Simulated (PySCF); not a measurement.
Run record: geometry optimisation, `C[NH2+][BH2-]N`.

Computed with PBE0-D3(BJ)/def2-SVP geometry optimisation, gas phase (PySCF 2.14.0). Start geometry: GFN2-xTB. The input is one job of a driver script: a line of settings, then coordinates in Å.

Command:
```bash
OMP_NUM_THREADS=1 python probes_run.py task.json out
```

Input:
```
{"job": {"xc": "PBE0", "basis": "def2-SVP", "d3": "d3bj", "grid": 1, "shake": 0.01, "kind": "geom"}, "charge": 0, "multiplicity": 1}
C     -1.743860    -0.246950    -0.594900
N     -0.450570    -0.532680    -0.071650
B      0.774030     0.628090    -0.360640
N      1.981250     0.003280     0.348630
H     -2.107690     0.712320    -0.180980
H     -2.499600    -0.998820    -0.380760
H     -1.680440    -0.094940    -1.676870
H     -0.440540    -0.618210     0.935400
H     -0.072090    -1.380360    -0.441760
H      0.874940     0.659120    -1.531250
H      0.355610     1.618560     0.162560
H      2.317370     0.500050     1.155910
H      2.697410    -0.266350    -0.235270
```

Output:
```
step   0  E = -177.55486694  max force = 0.060725
step   1  E = -177.56199900  max force = 0.009983
step   2  E = -177.56236915  max force = 0.002409
step   3  E = -177.56241028  max force = 0.000845
step   4  E = -177.56241738  max force = 0.000617
step   5  E = -177.56242273  max force = 0.000303
optimisation converged
```

Energies in Eh; «max force» is the largest Cartesian gradient component in Eh/bohr.

Q: How much energy does the optimisation release, in kJ/mol?

A: E(step 0) − E(last step) = 0.007556 Eh, which is 19.8 kJ/mol.

Q: Give the first gradient maximum in eV/Å.

A: With 1 Eh/bohr = 51.422 eV/Å, 3.123 eV/Å.

Summary of the converged run: final energy -177.56242 Eh after 5 steps; dipole 3.82 D.

Q: Give the final coordinates.

A: 0.055 Å rms from the input after alignment:
```
atom  x, y, z in Å
C1    -1.9674   -0.0254   -0.4792
N2    -0.6390   -0.3142    0.0512
B3     0.5411    0.8395   -0.2504
N4     1.7753    0.3202    0.4097
H5    -2.3146    0.9268   -0.0573
H6    -2.6950   -0.8178   -0.2485
H7    -1.8917    0.0988   -1.5674
H8    -0.6507   -0.4300    1.0658
H9    -0.2680   -1.1923   -0.3153
H10    0.5626    0.8832   -1.4834
H11    0.0563    1.8536    0.2580
H12    2.1471    0.9085    1.1466
H13    2.5383    0.0886   -0.2162
```

Q: How long does this job take on an Arm Neoverse N1 with one thread, no GPU, shared host with 64 logical CPUs at a one-minute load of 61? And the peak memory of the process?

A: About 31 s, with 0.41 GiB resident at the peak, the Python interpreter and its libraries included.
Labels such as C1 count atoms from 1, the log's own numbers from 0.
